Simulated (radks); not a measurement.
Results of a calculation; reference values are marked as such.
Q: Valence configurations of Ag+ (all share [Kr]). Level of theory: Dirac Kohn-Sham, LDA (Slater exchange, Perdew-Wang correlation), spin-unpolarised, spherical densities, finite nucleus; open shells are shared between the two j in proportion to 2j + 1; Fermi nuclear charge, rms radius 4.5454 fm (a radial shooting solver on a logarithmic mesh with Libxc functionals). Order these by energy: 4d9.5 5p0.5; 4d8.5 5s1.5; 4d7.5 5p2.5; 4d8 5p2; 4d9 5s1; 4d8 5s2; 4d7.5 5s1 5p1.5; 4d10; 4d9 5p1.

A: From the lowest, in eV above it: 4d10 0.000; 4d9.5 5p0.5 5.084; 4d9 5s1 5.286; 4d8.5 5s1.5 8.732; 4d9 5p1 10.947; 4d8 5s2 12.761; 4d8 5p2 25.237; 4d7.5 5s1 5p1.5 27.072; 4d7.5 5p2.5 33.722. NIST lists [Kr] 4d10 as the ground configuration; this level of theory agrees among the configurations tried. The energies are those of spherical spin-averaged densities, not of single terms.
